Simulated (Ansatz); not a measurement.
Reaction (ligand exchange at the Sn–F bond): `[F][SnH2][GeH3]` + HCl → `[Cl][SnH2][GeH3]` + H–F

Program: Ansatz. Geometries: PBE0-D4/def2-TZVP. ΔE: electronic, gas phase. CBS: MP2 limit from def2 TZ/QZ plus the TZ coupled-cluster correction, frozen cores. This one scheme is used for every species. Functionals use def2-TZVPP. B3LYP here is the variant with VWN-RPA as its local correlation; programs differ in this. def2 core potentials past Kr. For Ge, Sn outer-core shells are correlated without core-valence functions, which leaves a few kJ/mol of doubt a bond. Scalar relativity is left out up to krypton.

`[F][SnH2][GeH3]`:

Z-matrix (Å, degrees):
```
Sn
Ge 1 2.596
F 1 1.933 2 104.6
H 1 1.707 2 115.6 3 -113.7
H 1 1.707 2 115.6 3 113.7
H 2 1.537 1 109.3 3 179.6
H 2 1.534 1 109.6 3 59.9
H 2 1.534 1 109.6 3 -60.7
```

HCl:

```xyz
2

Cl    0.501    0.237   -0.319
H    -0.501   -0.237    0.319
```

`[Cl][SnH2][GeH3]`:

```xyz
8

Cl   -1.512   -1.921    1.428
Sn    0.465   -0.835    0.787
Ge   -0.275    0.996   -0.898
H     1.136   -0.243    2.239
H     1.451   -2.060    0.127
H    -0.961    0.327   -2.096
H     0.951    1.785   -1.386
H    -1.253    1.951   -0.202
```

H–F:

Cartesian coordinates in Å:
```
F 0.251 0.241 -0.300
H -0.251 -0.241 0.300
```

```csv
level,ΔE (kJ/mol),difference from CCSD(T)/CBS
r2SCAN-D4,-34.6,8.1
B97M-V,-29.5,13.2
PBE0-D4,-43.7,-1.0
B3LYP-D4,-35.5,7.2
ωB97X-V,-33.6,9.1
B2PLYP,-34.5,8.2
PBE-QIDH,-45.9,-3.2
PBE,-32.8,9.9
revPBE,-31.4,11.3
PBE0,-40.7,2.0
r2SCAN0,-41.2,1.5
BHLYP,-35.5,7.2
CAM-B3LYP,-27.7,15.0
MP2/def2-SVP,-33.8,8.9
CCSD(T)/def2-TZVPP,-40.2,2.5
MP2/CBS(def2),-49.4,-6.7
CCSD(T)/CBS,-42.7,0
```

Largest T1 diagnostic among the species: 0.013.

The D4 term adds −5.5 kJ/mol with B3LYP and −3.0 kJ/mol with PBE0; it sums over pairs of atoms, weighted by their polarisabilities, and B3LYP, whose exchange is more repulsive, gets the larger term. From PBE to PBE0 (25 % exact exchange), in def2-TZVPP and without D4, ΔE moves by −8.0 kJ/mol. At CCSD(T), def2-SVP lies +11.0 kJ/mol from the extrapolated value and def2-TZVPP +2.5 kJ/mol.

CCSD(T)/CBS has its own doubt, a few kJ/mol and more with outer-core shells, so smaller differences from it don't rank the levels.
